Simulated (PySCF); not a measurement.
Stretching CaS⁺

Set-up: Ca def2-SVPD, S def2-SVPD; no relativity (PySCF 2.14). Energies in eV from Ca⁺ + S in their ground configurations at the same level. State: ²Π (doublet), unpaired electrons π ↑.

All columns are PBE0. A positive dipole points towards S; it is taken about the centre of mass and depends on that origin.

```tsv
R (Å)	E (eV)	μ (D)	Mulliken charge on Ca (basis-dependent)	HOMO (eV)	LUMO (eV)	Mayer bond order	⟨S²⟩
2.121	-2.009	-8.05	1.50	-12.16	-9.53	0.93	0.75
2.219	-2.542	-8.65	1.50	-11.83	-9.21	0.91	0.75
2.318	-2.835	-9.21	1.50	-11.53	-8.93	0.92	0.75
2.392	-2.939	-9.62	1.49	-11.32	-8.73	0.94	0.75
2.466	-2.966	-10.01	1.47	-11.13	-8.54	0.96	0.75
2.540	-2.934	-10.40	1.45	-10.95	-8.37	0.98	0.75
2.639	-2.824	-10.89	1.42	-10.72	-8.16	1.02	0.76
2.762	-2.612	-11.47	1.38	-10.47	-7.92	1.06	0.76
2.910	-2.297	-12.09	1.34	-10.22	-7.68	1.09	0.76
3.107	-1.837	-12.79	1.29	-9.95	-7.86	1.10	0.77
```

A fit through these points gives, at Re = 2.460 Å, μ = -9.98 D and dμ/dR = -5.28 D/Å; the reduced mass is 17.76 u.

Task: How strong is the fundamental in the double-harmonic approximation, I = 42.26·(dμ/dR)²/μred km/mol?

Result: I = 42.26·(-5.28)²/17.76 = 66.3 km/mol at PBE0.

For an ion De counts to the pair picked by the measured ionisation energies or electron affinities, which need not be the lowest pair at this level. The state was picked by a PBE0 search and need not be the measured ground state.
